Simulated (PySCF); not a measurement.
# SMILES CB(C)c1cccs1, C6H9BS

Geometry:
| atom | x (Å) | y (Å) | z (Å) |
| --- | --- | --- | --- |
| C1 | -1.673 | 1.690 | -0.228 |
| B2 | -1.038 | 0.258 | -0.050 |
| C3 | -1.974 | -1.012 | 0.071 |
| C4 | 0.485 | 0.072 | 0.004 |
| C5 | 1.213 | -1.087 | 0.153 |
| C6 | 2.606 | -0.906 | 0.161 |
| C7 | 2.955 | 0.403 | 0.017 |
| S8 | 1.591 | 1.422 | -0.130 |
| H9 | -0.943 | 2.488 | -0.351 |
| H10 | -2.340 | 1.714 | -1.090 |
| H11 | -2.294 | 1.942 | 0.632 |
| H12 | -3.033 | -0.765 | 0.086 |
| H13 | -1.757 | -1.587 | 0.969 |
| H14 | -1.811 | -1.690 | -0.767 |
| H15 | 0.746 | -2.050 | 0.254 |
| H16 | 3.318 | -1.706 | 0.268 |
| H17 | 3.940 | 0.827 | -0.011 |

Computed, not measured: PySCF, quadratic response CAM-B3LYP/def2-SVPD first hyperpolarisability, Taylor convention, gas phase. Geometry: GFN2-xTB.

**Question.** Give the tensor of the static β(0;0,0) in the axes of these coordinates.

**Answer.** In au, Taylor convention; rows are the first index (the induced dipole):
|  | xx | yy | zz | xy | xz | yz |
| --- | --- | --- | --- | --- | --- | --- |
| x | +425.9 | -33.4 | +2.3 | -41.6 | +13.3 | +3.8 |
| y | -41.6 | -46.5 | -22.9 | -33.4 | +3.8 | -1.2 |
| z | +13.3 | -1.2 | +8.9 | +3.8 | +2.3 | -22.9 |

Norm of βᵢ = ⅓ Σⱼ (βᵢⱼⱼ + βⱼᵢⱼ + βⱼⱼᵢ): 410.7 au, hyper-Rayleigh value 177.1 au.
